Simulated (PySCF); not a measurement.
# Relaxation of quartet NbH2

Computed with UPBE0/[Nb def2-TZVP with ECP28, H def2-TZVP], scalar-relativistic core potentials, density fitting, no spin–orbit coupling, PySCF. A (50,194) grid was used.

A hand-made bent start, of C2v symmetry, held to at least that symmetry:

Coordinates in bohr (charge 0 multiplicity 4):
```
Nb    0.0000    0.0000   -0.0412
H     2.7709    0.0000    1.8990
H    -2.7709    0.0000    1.8990
```

Optimiser trace:
```csv
step,E − E(last) (kJ/mol),largest gradient (Eh/bohr)
0,1.70,0.00819
1,0.60,0.00464
2,0.00,0.00033
3,0.00,0.00010
```

It ends at C2v with Nb–H 1.778 Å (×2); H–Nb–H 116.8°. No frequency check is given, so it may be a saddle point. A symmetry-breaking gradient of 0.0031 Eh/bohr is left: the electronic state wants a lower symmetry.

Final geometry:
```xyz
3
charge 0 multiplicity 4, angstrom
Nb    0.0000    0.0000    0.0416
H     1.5148    0.0000    0.9732
H    -1.5148    0.0000    0.9732
```

With open d or f shells other occupations or spin states may lie lower.
